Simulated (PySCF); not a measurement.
**CH7BOSi2**

CH7BOSi2 is a silylene (divalent Si1, bonded to 1 B + 1 O), neutral, singlet. The structure, one conformer, was relaxed in the gas phase by PBE0-D3(BJ)/def2-SVP. No frequency run checks that it is a minimum.

The lowest triplet lies only 1.16 eV up at this geometry (Tamm-Dancoff CAM-B3LYP/def2-SVPD). Shieldings at and next to the centre that carries it rest on this small gap and are unreliable.

SMILES: CO[Si]B[SiH3]

Coordinates in Å:
```
Si1    -1.540   -1.101    0.367
O2     -0.694   -1.016    1.787
C3      0.660   -0.740    2.031
B4     -0.393   -0.615   -1.186
Si5    -0.329    1.326   -1.729
H6      0.743    0.099    2.739
H7      1.196   -0.479    1.100
H8      1.144   -1.620    2.485
H9     -0.038   -1.423   -2.016
H10     1.128    1.679   -1.607
H11    -0.755    1.620   -3.135
H12    -1.085    2.243   -0.818
```

Shieldings: GIAO PBE0/pcSseg-2. Shifts are against computed references at the same level: C TMS (σ 184.1 ppm), H TMS (σ 31.24 ppm), Si TMS (σ 341.3 ppm). Core levels by delta-SCF with SCAN, pcX-2 on the ionised atom and pcseg-1 elsewhere, spin-free X2C (2p3/2 is the spin-free 2p value less a third of a first-order spin-orbit splitting); from the vacuum level, for chosen atoms.

Task: Give the shieldings and core levels atom by atom.

Result: 
| atoms | bonded to | σ (ppm) | δ (ppm) | core level (eV) |
| --- | --- | --- | --- | --- |
| Si1 | 1 B + 1 O | -111.4 | 452.7 | 2p3/2 106.87 |
| O2 | 1 C + 1 Si | 83.1 | - | 1s 538.37 |
| C3 | 1 O + 3 H | 107.5 | 76.6 | 1s 292.51 |
| B4 | 2 Si + 1 H | -44.6 | - | - |
| Si5 | 1 B + 3 H | 459.2 | -117.9 | 2p3/2 106.26 |
| H6 H7 H8 | 1 C | 26.80 | 4.45 | - |
| H9 | 1 B | 18.09 | 13.16 | - |
| H10 H11 H12 | 1 Si | 27.35 | 3.90 | - |

Values are those of this one static structure, with the three H of a rotating XH3 group averaged; atoms that internal rotation interchanges would show their mean in an NMR spectrum.

The core-hole state of C3 is spin-contaminated (⟨S²⟩ 0.82 against 0.75 for a pure doublet), so that value and differences from it are less sure.

Core levels of B4 are left out, their hole states being strongly spin-contaminated.

Task: Which of Si1, Si5 holds its core electrons tightest, and by how much against the loosest?

Result: Si1 (bonded to 1 B + 1 O), by 0.61 eV over Si5 (bonded to 1 B + 3 H).

Task: By CAM-B3LYP/def2-SVPD (TDDFT singlets, Tamm-Dancoff triplets, ionisation by delta-SCF), where does absorption start, and what does vertical ionisation take?

Result: The lowest singlet lies at 2.09 eV (f 0.026), the strongest of the first 6 at 5.80 eV (f 0.038), the lowest triplet at 1.16 eV; vertical ionisation takes 7.96 eV.

The 3 runs behind this took 2.6 min in all, one thread each of Arm Neoverse V2 on a shared host, launched as `OMP_NUM_THREADS=1 python cluster_run.py task.json out`.
